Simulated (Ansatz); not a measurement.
`O[SiH](O)S`, charge 0, multiplicity 1.

**Question.** Give a relaxed structure at PBE0-D4/def2-TZVP (Ansatz). (An estimate is asked.)

**Answer.** Computed: 
Cartesian coordinates in Å:
```
O 1.4604 -0.1736 -0.0901
Si -0.0613 -0.1121 0.5223
O -0.7780 -1.5120 0.0961
S -1.0476 1.6599 -0.1513
H 1.9220 0.6627 -0.1722
H -0.1234 -0.0260 1.9943
H -0.5278 -1.9009 -0.7437
H -0.8443 1.4019 -1.4554
```
